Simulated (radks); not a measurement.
Task: These are the eigenvalues of the occupied orbitals of an atom or ion with whole-number occupations (hartree). Method: scalar-relativistic Kohn-Sham, PBE, spin-polarised, spherical densities, finite nucleus; Fermi nuclear charge, rms radius of each element as measured or else 0.836 A^(1/3) + 0.57 fm; computed with a radial shooting solver on a logarithmic mesh with Libxc functionals.

| orbital | eigenvalue |
|---|---|
| 1s down | -2475.450 |
| 1s up | -2475.450 |
| 2s up | -425.7499 |
| 2s down | -425.7456 |
| 2p up | -373.2467 |
| 2p down | -373.2434 |
| 3s up | -97.91928 |
| 3s down | -97.91859 |
| 3p up | -82.29608 |
| 3p down | -82.29519 |
| 3d up | -64.04373 |
| 3d down | -64.04126 |
| 4s up | -20.36382 |
| 4s down | -20.36074 |
| 4p up | -15.23716 |
| 4p down | -15.23438 |
| 4d up | -8.66861 |
| 4d down | -8.66518 |
| 5s up | -3.20354 |
| 5s down | -3.15887 |
| 5p up | -1.97826 |
| 5p down | -1.91599 |
| 4f up | -1.41384 |
| 4f down | -1.40357 |
| 5d up | -0.64099 |
| 7f up | -0.05308 |

Which element is it, and in what charge state? The configuration may be excited. Open shells, if any, are filled with parallel spins first.

Result: Z = 73, tantalum, charge +1: Ta+ in [Xe] 4f14 5d3 7f1. The list shows which subshells hold electrons but not how many an open one holds; the 1s level, -2475.4 hartree, gives Z - s = 70.4 by -(Z - s)^2/2, which with screening and relativity narrows Z to a few neighbours, and the depths of the outer levels then fix element, charge and occupations together.
